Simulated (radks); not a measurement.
Effect of the nuclear size on the cobalt ion Co3+, [Ar] 3d6. Calculated with a radial shooting solver on a logarithmic mesh with Libxc functionals: Dirac Kohn-Sham, BLYP, spin-unpolarised, spherical densities, finite nucleus; open shells are shared between the two j in proportion to 2j + 1; Fermi nuclear charge, rms radius 3.7875 fm. The rms radius is varied about that value; shifts are against it.

rms radius (fm)  total energy shift (eV)  density at nucleus (e/bohr^3)  1s1/2 shift (meV)  2s1/2 shift (meV)  3s1/2 shift (meV)
3.2307                           -0.0368                      1.736e+04              -15.6              -1.43             -0.214
3.4959                           -0.0200                      1.729e+04              -8.47             -0.778             -0.116
3.7875                                 0                      1.723e+04              0.000              0.000              0.000
4.0223                            0.0172                      1.718e+04               7.29              0.670              0.100
4.473                             0.0529                       1.71e+04               22.5               2.06              0.308

Slopes of the eigenvalues against <r^2> in GHz/fm^2, as finite differences over the two radii next to the reference (eigenvalue slopes, not the field-shift constants of lines): 1s1/2 963, 2s1/2 88.5, 3s1/2 13.2.
